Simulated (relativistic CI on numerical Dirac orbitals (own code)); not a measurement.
# Ru⁶⁺: 3d photoemission

Computed with this model: Dirac-Coulomb-Breit CI, separate exchange-only KLI orbitals for each configuration, a model potential for QED, valence Slater integrals scaled by 0.8, multiplet model of photoemission in the sudden approximation; configurations [Kr] 4d2 → [Ar] 3d9 4s2 4p6 4d2; 300 K; Lorentzian 0.21 eV and Gaussian 0.5 eV FWHM. Energies are those of the free ion, without screening or charge transfer. The energies are binding energies and can lie tens of eV above those of solids. S is read from ⟨S²⟩ = S(S + 1).

Field parameters in Wybourne normalisation: Oh B⁴₀ = 21Dq, B⁴₄ = √(5/14) B⁴₀. The field is a parameter set, without covalency.

free ion: ground-state S = 0.98, centroid 387.27 eV. Peaks (eV, height): 385.3 (100), 387.0 (8), 389.3 (68), 400.5 (8).

Oh, 10Dq = 8500 cm⁻¹: ground-state S = 0.99, centroid 387.30 eV. Peaks (eV, height): 385.4 (100), 389.4 (68), 400.9 (7).

Oh, 10Dq = 23500 cm⁻¹: ground-state S = 0.99, centroid 387.32 eV. Peaks (eV, height): 385.4 (100), 389.5 (71).

Oh, 10Dq = 38500 cm⁻¹: ground-state S = 0.99, centroid 387.33 eV. Peaks (eV, height): 385.4 (100), 387.1 (7), 389.6 (69).

Strongest unbroadened transitions for Oh, 10Dq = 38500 cm⁻¹:

```tsv
Energy (eV)	Relative strength
384.71	62.7
384.72	73.6
384.80	100.0
384.81	72.9
384.84	86.4
385.08	73.8
385.30	88.6
385.31	58.2
385.39	99.1
385.50	69.4
385.51	81.0
385.73	92.6
385.79	83.1
385.80	55.1
388.98	82.8
389.04	73.1
389.54	81.5
389.70	63.8
```
